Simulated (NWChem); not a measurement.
# Total energies of HIn

```
In
H 1 1.8630
```
Charge 0, spin multiplicity 1.

Program: NWChem. Structure: optimised with PBE0/def2-SVP with def2 effective core potentials on In, a minimum by its harmonic frequencies.

Basis set: def2-QZVP (112 functions).

| method | total energy (Ha) | relative cost |
|---|---|---|
| RHF | -189.77833 | 1 |
| MP2 | -190.24012 | under 3 |
| B2PLYP | -190.55897 | 3 |
| PBE | -190.71601 | under 3 |
| B3LYP | -190.79111 | under 3 |
| PBE0 | -190.71266 | under 3 |
| CCSD(T) | -190.22927 | 50 |

Total energies of different functionals aren't comparable as a measure of quality: only differences taken within one method are. Costs are rough ratios of processor time within this set of runs, SCF included, with RHF as 1.

Effective core potentials replace the inner electrons of In; spin-orbit coupling is left out. The correlated methods keep 4 core orbitals frozen. B3LYP has NWChem's definition, with VWN1-RPA local correlation. The structure started from a generated list of species. No row is a measurement; the coupled-cluster row has its own basis-set and correlation limits.
